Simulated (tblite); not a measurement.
Species: C₅H₁₀FNSi₂.
SMILES with atom numbers: `[CH2:1]=[CH:2][C@@H:3]([SiH2:4][C:5]#[N:6])[C@H:7]([F:8])[SiH3:9]` (hydrogens: H10, H11 on C1; H12 on C2; H13 on C3; H14, H15 on Si4; H16 on C7; H17, H18, H19 on Si9)

Computed with GFN2-xTB (tblite), gas phase: L-BFGS steps from a force-field or distance-geometry start until the largest atomic force falls under 0.01 eV/Å.

Geometry at step 0:
```
atom  x, y, z in Å
C1     -2.1449   -1.4391   -0.9833
C2     -1.5449   -0.7771    0.0027
C3     -0.1597   -0.1325   -0.1103
Si4    -0.3166    1.8057   -0.0150
C5     -1.3153    2.4457   -1.4557
N6     -1.9219    2.8415   -2.3771
C7      0.7893   -0.7516    0.9241
F8      0.4543   -0.2942    2.1756
Si9     2.6378   -0.5305    0.6961
H10    -1.7180   -1.5367   -1.9662
H11    -3.1324   -1.8912   -0.8303
H12    -2.0385   -0.7286    0.9858
H13     0.2186   -0.3329   -1.1092
H14    -0.9351    2.1796    1.2883
H15     1.0525    2.3831   -0.0367
H16     0.6254   -1.8388    0.9594
H17     3.0165    0.9060    0.8244
H18     3.0172   -0.9792   -0.6694
H19     3.4059   -1.3200    1.6893
```

Q: Give the atomic forces at this geometry.

A: 
```
atom  Fx (eV/Å)  Fy (eV/Å)  Fz (eV/Å)
  C1     -0.308      0.174      0.630
  C2      0.221     -0.070     -0.083
  C3     -1.029      0.130     -0.003
 Si4      0.407     -0.300      1.062
  C5     -1.526      0.894     -2.374
  N6      1.604     -1.036      2.471
  C7     -0.579     -0.176     -0.495
  F8     -0.210      0.220      0.611
 Si9      1.601      0.522     -0.398
 H10      0.035      0.010     -0.009
 H11      0.574      0.234     -0.141
 H12      0.430      0.104     -0.494
 H13      0.185     -0.314     -0.172
 H14     -0.020     -0.054     -0.523
 H15     -0.348     -0.054     -0.237
 H16     -0.297     -0.059     -0.005
 H17     -0.183     -0.456      0.027
 H18     -0.208      0.052      0.333
 H19     -0.349      0.178     -0.201
```

The largest, 3.12 eV/Å, acts on N6; the rms over all components is 0.698 eV/Å. The forces sum to zero within rounding, as they must for an isolated molecule in no field.

Q: Give the force on N6 in Eh/bohr and in nN.

A: 3.123 eV/Å ÷ 51.422 = 0.06073 Eh/bohr, and 3.123 eV/Å × 1.602 = 5.00 nN.

Q: How far is this geometry from the end of the optimisation?

A: 0.275 eV above it, and 0.368 Å rms away after alignment. The bonds farthest from their final lengths, with half the difference of the two atoms' forces along the bond (positive lengthens):

```tsv
bond	now (Å)	final (Å)	force along bond (eV/Å)
C7–Si9	1.876	1.921	+1.11
C2–C3	1.532	1.494	-0.53
Si4–H14	1.490	1.460	-0.57
C7–F8	1.374	1.403	+0.52
Si9–H17	1.491	1.462	-0.68
C5≡N6	1.172	1.145	-3.04
```

The angle farthest from its final value is H14–Si4–H15, 107.3° against 113.8°.

Of the 6 listed bonds off by 0.010 Å or more, this force points towards the final length in 6.

What follows is the cost of the whole relaxation. Hardware: one thread of an Arm Neoverse N1, shared host. Cost: 2.8 s wall.
